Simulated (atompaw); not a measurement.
**How hard is this K (Z = 19) PAW (atompaw) potential?**

| Property | Result |
| --- | --- |
| Element | K (Z = 19) |
| Generator | atompaw 4.2.0.5 |
| Type | PAW |
| Functional | PBE |
| Relativity | scalar-relativistic |
| Frozen core | [Ne] |
| Valence charge | 9 |
| Reference configuration | 3s2 3p6 3d0 4s0.5 4p0 (charge +0.5) |
| Partial waves | 3s (bound); 4s (bound); 3p (bound); 4p (bound, empty); 3d (bound, empty); 3d channel at 1.6 Ry |
| Local potential | ultrasoft scheme with l = 3 at 0.5 Ry, radius 2.50 bohr |
| Core correction | smooth core density matched at 2.10 bohr |
| Augmentation charge | sinc compensation charge, radius 2.75 bohr; PAW radius 3.00 bohr; waves and projectors: bloechl |

The pseudo-atom Hamiltonian at the reference potential is diagonalised in spherical Bessel functions j_l(qr) that vanish at 20 bohr, with q² up to the cutoff. All-electron valence levels (Ry): 3s -2.8050, 4s -0.3148, 3p -1.5892, 4p -0.1755, 3d -0.1123.

Problem. How do the lowest levels (Ry) of each channel move with the cutoff, and are there ghosts?

Solution.

```csv
cutoff (Ry),s #1,s #2,p #1,p #2,p #3,d #1,f #1,f #2,Σ f·Δε (mRy)
8,-2.7816,-0.3103,-1.5224,-0.1647,-0.0229,-0.1035,0.0142,0.1233,449.8
10,-2.7971,-0.3131,-1.5589,-0.1693,-0.0253,-0.1080,0.0142,0.1233,198.3
12,-2.8026,-0.3143,-1.5771,-0.1724,-0.0269,-0.1106,0.0142,0.1233,77.7
15,-2.8043,-0.3147,-1.5868,-0.1747,-0.0280,-0.1117,0.0142,0.1233,16.0
18,-2.8049,-0.3148,-1.5884,-0.1752,-0.0283,-0.1122,0.0142,0.1233,4.7
21,-2.8050,-0.3148,-1.5890,-0.1754,-0.0284,-0.1122,0.0142,0.1233,1.4
25,-2.8050,-0.3148,-1.5891,-0.1754,-0.0284,-0.1123,0.0142,0.1233,0.3
30,-2.8050,-0.3148,-1.5892,-0.1755,-0.0284,-0.1123,0.0142,0.1233,0.1
35,-2.8050,-0.3148,-1.5892,-0.1755,-0.0284,-0.1123,0.0142,0.1233,0.0
400,-2.8050,-0.3148,-1.5892,-0.1755,-0.0284,-0.1123,0.0142,0.1233,0.0
```

Result: no extra level below or beside the all-electron valence levels (s, p, d, f tested); 10 mRy is reached at 18 Ry and 1 mRy at 25 Ry.
